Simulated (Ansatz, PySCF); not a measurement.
Input for Ansatz (an electronic-structure program):
Ansatz 0.2 input:
```yaml
crystal:
  periodic: [false, false, false]
  atoms:
    - {symbol: Cd, position_ang: [-0.00037268, 0.00343970, 0.00023157]}
    - {symbol: C, position_ang: [1.73182186, 0.27276271, -1.39398400]}
    - {symbol: H, position_ang: [2.38256325, -0.58009537, -1.20848620]}
    - {symbol: H, position_ang: [2.17886356, 1.22547614, -1.11533101]}
    - {symbol: H, position_ang: [1.29760715, 0.27539917, -2.39231866]}
    - {symbol: C, position_ang: [-1.72996139, -0.28993399, 1.39282796]}
    - {symbol: H, position_ang: [-2.18648018, -1.22965941, 1.08664593]}
    - {symbol: H, position_ang: [-2.37381884, 0.57386956, 1.23647050]}
    - {symbol: H, position_ang: [-1.29200896, -0.32706786, 2.38884011]}
basis:
  gaussian:
    orbitals: def2-SVP
hamiltonian:
  xc: b3lyp5
total_charge: 1
magnetization: {spin_polarized: true, initial_magnetization: 1}
accuracy: high
```

Question: Give the equivalent PySCF input.

Answer: Several could match; the one computed here: 
```python
from pyscf import gto, scf, dft

mol = gto.Mole()
mol.atom = '''
    Cd   -0.000373    0.003440    0.000232
    C     1.731822    0.272763   -1.393984
    H     2.382563   -0.580095   -1.208486
    H     2.178864    1.225476   -1.115331
    H     1.297607    0.275399   -2.392319
    C    -1.729961   -0.289934    1.392828
    H    -2.186480   -1.229659    1.086646
    H    -2.373819    0.573870    1.236471
    H    -1.292009   -0.327068    2.388840
'''
mol.basis = 'def2-svp'
mol.ecp = {'Cd': 'def2-svp'}
mol.charge = 1
mol.spin = 1
mol.verbose = 4
mol.build()

mf = dft.UKS(mol)
mf.xc = 'b3lyp5'
mf.grids.atom_grid = (99, 590)
mf.grids.prune = None
mf.kernel()
```

Both were run: Ansatz gave -247.082399 Eh and PySCF -247.082398 Eh, 0.000 mEh apart.
